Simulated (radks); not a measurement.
The numbers below are computed, except where a source is named.
Ionisation of neutral lead, [Hg] 6p2, to Pb+, [Hg] 6p1, under several functionals. Dirac Kohn-Sham, spin-unpolarised, spherical densities, point nucleus; open shells are shared between the two j in proportion to 2j + 1; a radial shooting solver on a logarithmic mesh with Libxc functionals.

functional                                        E(Pb) (hartree)  Exc (hartree)  IE (eV)  -e(HOMO) (eV)  <r> HOMO (bohr)  IE error (eV)
BLYP                                                  -20929.6531      -391.3145    6.660          3.051            3.560         -0.756
revPBE                                                -20928.9773      -390.6450    6.610          3.047            3.550         -0.806
LDA (Slater exchange, Perdew-Zunger correlation)      -20917.2915      -378.8556    6.958          3.320            3.498         -0.459
XLYP                                                  -20930.7612      -392.4322    6.687          3.078            3.574         -0.729
exchange-only LDA                                     -20908.6780      -370.1476    5.952          2.432            3.639         -1.465
PW91                                                  -20930.4805      -392.1653    6.754          3.160            3.533         -0.662
Wu-Cohen GGA                                          -20927.2280      -388.8833    6.715          3.114            3.493         -0.701

NIST Atomic Spectra Database: 7.417 eV (measured). Closest: LDA (Slater exchange, Perdew-Zunger correlation). The Delta-SCF values span 1.01 eV, the total energies 22.08 hartree. The highest occupied level is 6p3/2. Spin polarisation and multiplet splitting are left out, so open shells lie too high by an amount that depends on their filling. Sharing an open shell by 2j + 1 raises it above the true ground level by a part of the spin-orbit splitting, which enters the differences from NIST.

Beside tabulated values, note that spin-unpolarised runs miss the spin-polarisation part of the exchange energy of open shells.
